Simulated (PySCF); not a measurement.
O2S2, neutral, multiplicity 1. Atoms are numbered in the order given.

```xyz
4

O      0.0000    -1.5554    -0.9221
S      0.0000    -1.0132     0.4610
S      0.0000     1.0132     0.4610
O      0.0000     1.5554    -0.9221
```
Charge 0, spin multiplicity 1.

Coordinates come from a PBE0-D3(BJ)/def2-SVP optimisation. One conformer was computed; it need not be the lowest.

These are r2SCAN/def2-TZVPD in PySCF values and carry that method's errors.

Mulliken values depend strongly on the basis, most of all with diffuse functions as here. ESP charges are fitted to the potential on shells at 1.4 to 2.0 van der Waals radii. Atomic charges (e):

| atom | ESP fit | meta-Löwdin | Mulliken |
|---|---|---|---|
| O1 | -0.24 | -0.65 | -0.38 |
| S2 | 0.24 | 0.65 | 0.38 |
| S3 | 0.24 | 0.65 | 0.38 |
| O4 | -0.24 | -0.65 | -0.38 |
